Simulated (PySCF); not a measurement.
SMILES [SiH2]([SiH2]CC)C=O (C3H10OSi2), GFN2-xTB optimised geometry.

```
16

C      2.43     0.39    -0.53
C      1.57     1.13     0.48
Si    -0.29     1.02     0.10
Si    -0.93    -1.20     0.00
C     -2.85    -1.20     0.00
O     -3.49    -0.18     0.00
H      2.19    -0.67    -0.55
H      3.49     0.49    -0.29
H      2.28     0.79    -1.53
H      1.77     0.73     1.48
H      1.88     2.18     0.51
H     -0.52     1.71    -1.18
H     -1.00     1.78     1.14
H     -0.59    -1.98    -1.20
H     -0.57    -2.09     1.12
H     -3.39    -2.18     0.00
```

Density from PBE/def2-TZVP (PySCF) at that geometry.

Minimum of the electron density along straight lines between bonded atoms, close to the bond critical point (lines longer than 1.1 times the sum of covalent radii, or with two minima, are not listed):

```json
[
 {"bond": "C1–C2", "length / Å": "1.524", "ρ at the minimum / e bohr⁻³": "…", "∇²ρ there / e bohr⁻⁵": "-0.55", "position (fraction from the first atom)": "0.50"},
 {"bond": "C2–Si3", "length / Å": "1.910", "ρ at the minimum / e bohr⁻³": "0.115", "∇²ρ there / e bohr⁻⁵": "0.13", "position (fraction from the first atom)": "0.61"},
 {"bond": "Si3–Si4", "length / Å": "2.316", "ρ at the minimum / e bohr⁻³": "0.095", "∇²ρ there / e bohr⁻⁵": "-0.17", "position (fraction from the first atom)": "0.44"},
 {"bond": "Si4–C5", "length / Å": "1.917", "ρ at the minimum / e bohr⁻³": "0.114", "∇²ρ there / e bohr⁻⁵": "…", "position (fraction from the first atom)": "0.39"},
 {"bond": "C5–O6", "length / Å": "1.207", "ρ at the minimum / e bohr⁻³": "0.419", "∇²ρ there / e bohr⁻⁵": "0.00", "position (fraction from the first atom)": "0.34"},
 {"bond": "C1–H7", "length / Å": "1.089", "ρ at the minimum / e bohr⁻³": "0.276", "∇²ρ there / e bohr⁻⁵": "-0.92", "position (fraction from the first atom)": "0.64"},
 {"bond": "C1–H8", "length / Å": "1.089", "ρ at the minimum / e bohr⁻³": "0.277", "∇²ρ there / e bohr⁻⁵": "-0.93", "position (fraction from the first atom)": "0.64"},
 {"bond": "C1–H9", "length / Å": "1.088", "ρ at the minimum / e bohr⁻³": "0.278", "∇²ρ there / e bohr⁻⁵": "-0.93", "position (fraction from the first atom)": "0.64"},
 {"bond": "C2–H10", "length / Å": "1.092", "ρ at the minimum / e bohr⁻³": "0.273", "∇²ρ there / e bohr⁻⁵": "-0.89", "position (fraction from the first atom)": "0.64"},
 {"bond": "C2–H11", "length / Å": "1.091", "ρ at the minimum / e bohr⁻³": "0.273", "∇²ρ there / e bohr⁻⁵": "-0.90", "position (fraction from the first atom)": "0.64"},
 {"bond": "Si3–H12", "length / Å": "1.472", "ρ at the minimum / e bohr⁻³": "0.121", "∇²ρ there / e bohr⁻⁵": "0.17", "position (fraction from the first atom)": "0.50"},
 {"bond": "Si3–H13", "length / Å": "1.469", "ρ at the minimum / e bohr⁻³": "0.122", "∇²ρ there / e bohr⁻⁵": "…", "position (fraction from the first atom)": "0.50"},
 {"bond": "Si4–H14", "length / Å": "1.471", "ρ at the minimum / e bohr⁻³": "0.120", "∇²ρ there / e bohr⁻⁵": "0.17", "position (fraction from the first atom)": "0.50"},
 {"bond": "Si4–H15", "length / Å": "1.471", "ρ at the minimum / e bohr⁻³": "0.120", "∇²ρ there / e bohr⁻⁵": "0.17", "position (fraction from the first atom)": "0.50"},
 {"bond": "C5–H16", "length / Å": "1.112", "ρ at the minimum / e bohr⁻³": "0.272", "∇²ρ there / e bohr⁻⁵": "-0.92", "position (fraction from the first atom)": "0.65"}
]
```

**Question.** Some entries are withheld; supply them.

**Answer.** 
- C1–C2, ρ at the minimum / e bohr⁻³: 0.239
- Si4–C5, ∇²ρ there / e bohr⁻⁵: 0.15
- Si3–H13, ∇²ρ there / e bohr⁻⁵: 0.16
